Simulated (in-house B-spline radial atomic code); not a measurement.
**The chromium ion Cr³⁺: [Ar] (3d3/2)1 (3d5/2)1 5s1 (an excited or competing configuration)**

All numbers are computed (Dirac-Hartree-Fock, average of the jj configuration; Fermi nucleus of rms radius 3.6452 fm) with an all-electron radial atomic-structure program (B-spline basis), not measured.

Effective charges: Z_r = [3n² - l(l+1)]/(2<r>) from the radius, Z_e = n√(-2ε) from the energy, and Slater's rules. Values are occupation-weighted means over j.

```json
{"shell": "1s", "electrons": "2", "ε (eV)": "-6101.1", "<r> (bohr)": "0.06351", "Z_r": "23.62", "Z_e": "21.18", "Slater": "23.70"}
{"shell": "2s", "electrons": "2", "ε (eV)": "-781.81", "<r> (bohr)": "0.2909", "Z_r": "20.62", "Z_e": "15.16", "Slater": "19.85"}
{"shell": "2p", "electrons": "6", "ε (eV)": "-662.77", "<r> (bohr)": "0.2588", "Z_r": "19.32", "Z_e": "13.96", "Slater": "19.85"}
{"shell": "3s", "electrons": "2", "ε (eV)": "-145.34", "<r> (bohr)": "0.8751", "Z_r": "15.43", "Z_e": "9.81", "Slater": "12.75"}
{"shell": "3p", "electrons": "6", "ε (eV)": "-109.03", "<r> (bohr)": "0.921", "Z_r": "13.57", "Z_e": "8.49", "Slater": "12.75"}
{"shell": "3d", "electrons": "2", "ε (eV)": "-61.529", "<r> (bohr)": "1.019", "Z_r": "10.31", "Z_e": "6.38", "Slater": "5.65"}
{"shell": "5s", "electrons": "1", "ε (eV)": "-17.588", "<r> (bohr)": "4.7", "Z_r": "7.98", "Z_e": "5.68", "Slater": "4.00"}
```

The least bound orbital is 5s1/2 at -17.59 eV, and it is also the most diffuse (<r> = 4.7 bohr).

For the 1s electron the small component carries 0.743 % of the norm, the zero-frequency Breit interaction raises the level by 6.484 eV, self-energy by 3.131 eV, and vacuum polarisation lowers it by 0.2551 eV.
